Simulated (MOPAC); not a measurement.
Input for MOPAC: PM6 on SiP, 2S+1 = 2, a spin state set in the input, which need not be the lowest, a point of a bond scan (R = 1.976 Å).

```
PM6 1SCF PRECISE CHARGE=0 UHF MS=0.5 THREADS=1
PSi

Si     0.00000000 1     0.00000000 1     0.00000000 1
P      0.00000000 1     0.00000000 1     1.97649700 1
```

Output:

```
*******************************************************************************
 **                                                                           **
 **                              MOPAC v23.2.5                                **
 **                                                                           **
 *******************************************************************************
 ** MOPAC's Digital Object Identifier: https://doi.org/10.5281/zenodo.6511958 **
 **                                                                           **
 ** Please cite the open-source release paper for use of this MOPAC version:  **
 ** J. E. Moussa and J. J. P. Stewart (2026)                                  **
 ** MOPAC: An open-source semiempirical molecular orbital program             **
 ** J. Open Source Softw., 11(119), 8025, https://doi.org/10.21105/joss.08025 **
 *******************************************************************************

                              PM6 CALCULATION RESULTS

 *******************************************************************************
 *  PM6        - The PM6 Hamiltonian to be used
 *  UHF        - UNRESTRICTED HARTREE-FOCK CALCULATION
 *
 *
 *
 *                 CHARGE ON SYSTEM = 0
 *
 *
 *
 *  MS=        - IN MECI, MAGNETIC COMPONENT OF SPIN =  0.5
 *  PRECISE    - TIGHTER CRITERIA TO BE USED
 *  1SCF       - DO 1 SCF AND THEN STOP
 *  THREADS=1  - MULTI-THREADING NOT USED
 *  T=         - A TIME OF 172800.0 SECONDS REQUESTED
 *  DUMP=N     - RESTART FILE WRITTEN EVERY 7200.0 SECONDS REQUESTED
 *******************************************************************************
PM6 1SCF PRECISE CHARGE=0 UHF MS=0.5 THREADS=1
 PSi

   ATOM   CHEMICAL          X               Y               Z
  NUMBER   SYMBOL      (ANGSTROMS)     (ANGSTROMS)     (ANGSTROMS)

     1      Si          0.00000000  *   0.00000000  *   0.00000000  *
     2       P          0.00000000  *   0.00000000  *   1.97649700  *



          CARTESIAN COORDINATES

    NO.       ATOM           X           Y           Z

     1        Si          0.0000      0.0000      0.0000
     2         P          0.0000      0.0000      1.9765

 General Reference for PM6:
 "Optimization of Parameters for Semiempirical Methods V: Modification of NDDO Approximations
 and Application to 70 Elements", J. J. P. Stewart, J. Mol. Mod., 13, 1173-1213 (2007)
 URL: https://link.springer.com/article/10.1007/s00894-007-0233-4

           Empirical Formula: Si P  =     2 atoms



      MOLECULAR POINT GROUP   :   C*v


          UHF CALCULATION, NO. OF ALPHA ELECTRONS =    5
                           NO. OF BETA  ELECTRONS =    4

 -------------------------------------------------------------------------------
 PM6 1SCF PRECISE CHARGE=0 UHF MS=0.5 THREADS=1
 PSi



     1SCF WAS SPECIFIED, SO BFGS WAS NOT USED
     SCF FIELD WAS ACHIEVED


                              PM6 CALCULATION
                                                       MOPAC v23.2.5 Linux




          FINAL HEAT OF FORMATION =        -48.99552 KCAL/MOL =    -204.99725 KJ/MOL


          COSMO AREA              =         94.45 SQUARE ANGSTROMS
          COSMO VOLUME            =         82.27 CUBIC ANGSTROMS

          IONIZATION POTENTIAL    =          8.630528 EV
          ALPHA SOMO LUMO (EV)    =         -8.631 -1.092
          BETA  SOMO LUMO (EV)    =         -9.210 -2.685
          NO. OF ALPHA ELECTRONS  =          5
          NO. OF BETA  ELECTRONS  =          4
          MOLECULAR WEIGHT        =         59.0593         POINT GROUP:  C*v

          MOLECULAR DIMENSIONS (Angstroms)

            Atom       Atom       Distance
            P     2   Si     1     1.97650
            P     2   Si     1     0.00000
           Si     1    P     2     0.00000


          SCF CALCULATIONS        =          1





   ATOM   CHEMICAL          X               Y               Z
  NUMBER   SYMBOL      (ANGSTROMS)     (ANGSTROMS)     (ANGSTROMS)

     1      Si          0.00000000  *   0.00000000  *   0.00000000  *
     2       P          0.00000000  *   0.00000000  *   1.97649700  *

                             CARTESIAN COORDINATES

   1   Si        0.000000000     0.000000000     0.000000000
   2    P        0.000000000     0.000000000     1.976497000


           Empirical Formula: Si P  =     2 atoms



      MOLECULAR POINT GROUP   :   C*v


          ALPHA EIGENVALUES
 -20.71171 -13.62090  -9.47294  -9.47294  -8.63053  -1.09185  -1.09185   0.14202
   1.97540   1.97540   2.45536   2.45536   4.13983 136.14403 136.20686 136.20686
 136.26335 136.26335


           BETA EIGENVALUES
 -20.45207 -11.95017  -9.21044  -9.21044  -2.68485  -0.84216  -0.84216   0.40146
   1.98771   1.98771   2.58758   2.58758   4.36391 136.39927 136.39927 136.89877
 136.89877 136.93974


              NET ATOMIC CHARGES AND DIPOLE CONTRIBUTIONS

  ATOM NO.   TYPE          CHARGE      No. of ELECS.   s-Pop       p-Pop       d-Pop
    1         Si          -0.046508        4.0465     1.74601     2.05865     0.24185
    2          P           0.046508        4.9535     1.70845     3.23850     0.00655
 DIPOLE           X         Y         Z       TOTAL
 POINT-CHG.     0.000     0.000     0.442     0.442
 HYBRID         0.000    -0.000    -2.170     2.170
 SUM            0.000    -0.000    -1.729     1.729


          ATOMIC ORBITAL ELECTRON POPULATIONS

     Atom    s        px        py        pz      x^2-y^2     xz        z^2       yz        xy
    1 Si   1.74601   0.71403   0.71403   0.63058   0.00000   0.09187   0.05810   0.09187   0.00000
    2  P   1.70845   1.19233   1.19233   0.85383   0.00000   0.00176   0.00303   0.00176   0.00000


                    (SZ)    =    0.500000
                    (S**2)  =    0.757594


          ATOMIC ORBITAL SPIN POPULATIONS

    Atom   Total    s     px     py     pz   x^2-y^2  xz     z^2    yz     xy
         Atomic
    1 Si  0.4117  0.093 -0.015 -0.015  0.324  0.000 -0.002  0.028 -0.002  0.000
    2  P  0.5883  0.038  0.017  0.017  0.515 -0.000 -0.000 -0.000 -0.000  0.000

 **********************
 *                    *
 * JOB ENDED NORMALLY *
 *                    *
 **********************




 == MOPAC DONE ==
```

The run finished.

Cost: very roughly 0.020 core-seconds.
